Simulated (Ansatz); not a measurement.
Compare A (`C[SiH2][AsH2]`) with its isomer B (`C[AsH][SiH3]`).

Gas-phase electronic energies from Ansatz, PBE0-D4/def2-TZVP geometries. CCSD(T)/CBS is the MP2 limit (def2-TZVPP, def2-QZVPP) plus CCSD(T) − MP2 in def2-TZVPP, frozen cores. Functionals use def2-TZVPP. B3LYP here is the variant with VWN-RPA as its local correlation; programs differ in this. For As outer-core shells are correlated without core-valence functions, which leaves a few kJ/mol of doubt a bond. Scalar relativity is left out up to krypton.

A:

```xyz
10

C    -1.435   -0.578   -0.043
Si    0.396   -0.394   -0.387
As    1.371    0.989    1.270
H    -1.897   -1.249   -0.771
H    -1.940    0.389   -0.103
H    -1.603   -0.989    0.955
H     0.614    0.145   -1.757
H     1.075   -1.716   -0.301
H     2.656    1.156    0.472
H     0.761    2.247    0.664
```

B:

```xyz
10

C    -0.5476   -0.5433   -1.4356
As   -0.3270    1.1898   -0.5034
Si    0.8590    0.3302    1.3475
H    -1.2730   -0.4117   -2.2382
H    -0.8806   -1.3375   -0.7695
H     0.4112   -0.8173   -1.8764
H    -1.6498    1.1390    0.2537
H     2.2334   -0.0234    0.9008
H     0.2210   -0.8915    1.9108
H     0.9534    1.3656    2.4103
```

(1) Which isomer does CCSD(T)/CBS put lower? Give the gap. (Estimate.)

(2) Give E(B) − E(A) in kJ/mol with B2PLYP, LDA (SPW92), PBE0-D4, B3LYP-D4, PBE-D4, MP2/def2-TZVPP, CCSD/def2-TZVPP. (Estimate.)

(3) Does the order hold for the free energy at 298.15 K (harmonic terms from PBE0-D4)? (Estimate.)

Largest T1 diagnostic: 0.011.

## Answers

(1) Ansatz gave: A, by 33.4 kJ/mol.

(2) The calculation gave: B2PLYP 32.4, LDA (SPW92) 38.2, PBE0-D4 34.7, B3LYP-D4 32.7, PBE-D4 33.2, MP2/def2-TZVPP 30.4, CCSD/def2-TZVPP 31.4. None reverses the order clearly.

(3) The calculation gave: Yes: G(B) − G(A) = +34.6 kJ/mol.

Leaving LDA and LC-ωPBE aside and taking each functional with its dispersion term where it has one, the values, not all of them listed here, spread over 6.3 kJ/mol, from BLYP-D4 to B97M-V. LDA lies +4.6 kJ/mol from PBE without D4.
